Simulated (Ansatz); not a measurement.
Reactions of `O[SiH2]S[SiH2]F`.

Isolated molecules relaxed with PBE0-D4/def2-TZVP in Ansatz; ΔE leaves out vibrations. CBS: MP2 limit from def2 TZ/QZ plus the TZ coupled-cluster correction, frozen cores. This one scheme is used for every species. DFT in def2-TZVPP. For Ti, Zn outer-core shells are correlated without core-valence functions, which leaves a few kJ/mol of doubt a bond. Scalar relativity is left out up to krypton. Each species was taken in one conformer, which may not be the lowest.

```csv
reaction,B2PLYP (kJ/mol),r2SCAN-D4 (kJ/mol),PBE-D4 (kJ/mol),CCSD(T)/CBS(def2) (kJ/mol)
`O[SiH2]S[SiH2]F` + `CSS` → `F[SiH2]SS` + `CS[SiH2]O`,23,24,21,22
`O[SiH2]S[SiH2]F` + `[SiH3]S` → `F[SiH2]S[SiH3]` + `O[SiH2]S`,-2,-1,-1,-1
`O[SiH2]S[SiH2]F` + `[F][Zn][CH2][SiH3]` → `O[SiH2]S[SiH2][SiH3]` + `F[CH2][Zn][F]`,265,256,230,268
`O[SiH2]S[SiH2]F` + `[NH2][AlH][SiH3]` → `[NH2][AlH][SiH2]O` + `F[SiH2]S[SiH3]`,32,35,32,32
`O[SiH2]S[SiH2]F` + `OCS` → `OC(S)[SiH2]F` + `O[SiH2]S`,66,67,65,67
`O[SiH2]S[SiH2]F` + `[F][Ti]1234([Cl])([Cl])[C@H]5[C@@H]1[C@@H]2[C@@H]3[C@H]54` → `O[SiH2]S[SiH2]Cl` + `[F][Ti]1234([F])([Cl])[C@H]5[C@@H]1[C@@H]2[C@@H]3[C@H]54`,31,19,13,33
`O[SiH2]S[SiH2]F` + `CN[SiH3]` → `F[SiH2]N[SiH3]` + `CS[SiH2]O`,-41,-36,-30,-41
`O[SiH2]S[SiH2]F` + `OBS` → `F[SiH2]OBS` + `O[SiH2]S`,-44,-34,-23,-39
`O[SiH2]S[SiH2]F` + `O[SiH](O)O` → `O[SiH](O)O[SiH2]F` + `O[SiH2]S`,-64,-54,-42,-59
`O[SiH2]S[SiH2]F` + PH₃ → `F[SiH2]P` + `O[SiH2]S`,51,52,47,53
```

Largest T1 diagnostic: 0.020, for `[F][Ti]1234([Cl])([Cl])[C@H]5[C@@H]1[C@@H]2[C@@H]3[C@H]54`.
